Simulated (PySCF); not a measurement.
## Two-component Hartree-Fock for Cs⁴⁴⁺ (caesium, charge +44)

Start: [Ne] 3s1; 3s1/2 filled at m_j = +1/2. Calculated with PySCF 2.14 in an even-tempered Gaussian basis (18 s from 10 bohr⁻², ratio 2.4; 14 p from 13 bohr⁻², ratio 2.4; 4 d from 43 bohr⁻², ratio 2.6; 4 f from 64 bohr⁻², ratio 2.6): generalised Hartree-Fock with the X2C-1e Hamiltonian and a Gaussian nucleus; one run each with spin-orbit coupling (SO) switched off, then screened by Boettger's factors.

```json
{"spinor shell": "1s1/2", "electrons": "2", "ε, spin-free (eV)": "-39148.6", "ε, screened SO (eV)": "-39145.5", "weight of nominal j (screened SO)": "1.000", "rms radius, screened SO (bohr)": "0.0298"}
{"spinor shell": "2s1/2", "electrons": "2", "ε, spin-free (eV)": "-8568.2", "ε, screened SO (eV)": "-8567.4", "weight of nominal j (screened SO)": "1.000", "rms radius, screened SO (bohr)": "0.119"}
{"spinor shell": "2p1/2", "electrons": "2", "ε, spin-free (eV)": "-7994.6", "ε, screened SO (eV)": "-8249.8", "weight of nominal j (screened SO)": "1.000", "rms radius, screened SO (bohr)": "0.102"}
{"spinor shell": "3s1/2", "electrons": "1", "ε, spin-free (eV)": "-3486.2", "ε, screened SO (eV)": "-3486.0", "weight of nominal j (screened SO)": "1.000", "rms radius, screened SO (bohr)": "0.283"}
```

Problem. Where does 2p3/2 lie, and what is the 2p spin-orbit splitting (screened SO)?

Solution. At -7881.3 eV, 368.56 eV above 2p1/2.

```json
{"quantity": "E (hartree)", "spin-free": "-5915.49900", "screened SO": "-5917.74039"}
{"quantity": "M_J", "spin-free": "1/2", "screened SO": "1/2"}
{"quantity": "⟨J²⟩", "spin-free": "0.750", "screened SO": "0.750"}
{"quantity": "⟨L²⟩", "spin-free": "0.000", "screened SO": "0.009"}
{"quantity": "⟨S²⟩", "spin-free": "0.750", "screened SO": "0.759"}
```

Each row is a mean over spinors that exchange with the open shell spreads, by up to 10.749 eV (2s1/2).

Breit and QED terms are absent; they matter most for the inner s and p1/2 levels.

Densities and radii are taken from the X2C orbitals without a picture-change correction, which distorts them close to the nucleus.

Without spin-orbit coupling the j labels of p, d and f shells carry no meaning; the spin-free column gives the mean over the occupied spinors of each nl shell.
